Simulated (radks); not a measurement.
Ag XXXIX, configuration [He] 2s2 2p5. All-electron calculation, scalar-relativistic Kohn-Sham, SCAN, spin-polarised, spherical densities, finite nucleus; open shells are filled with parallel spins first (spin-orbit coupling, left out, can overturn this in heavy ions); meta-GGA in the generalised Kohn-Sham scheme; Fermi nuclear charge, rms radius 4.5454 fm. Program: a radial shooting solver on a logarithmic mesh with Libxc functionals.

Unscreened Slater integrals over Kohn-Sham orbitals (cm^-1). They are taken over the spin-up orbitals.

\begin{tabular}{lr}
integral & value \\ \hline
F0(2p,2p) & 1756600 \\
F2(2p,2p) & 837540 \\
F0(2p,2s) & 1606800 \\
G1(2p,2s) & 908760 \\
F0(2p,1s) & 2382000 \\
G1(2p,1s) & 453890 \\
F0(2s,2s) & 1512800 \\
F0(2s,1s) & 2126800 \\
G0(2s,1s) & 212390 \\
F0(1s,1s) & 6660000 \\
\end{tabular}

Derived for the open shells (J is the average intra-shell exchange parameter used in DFT+U). 2p: J = F2/5 = 167500 cm^-1.
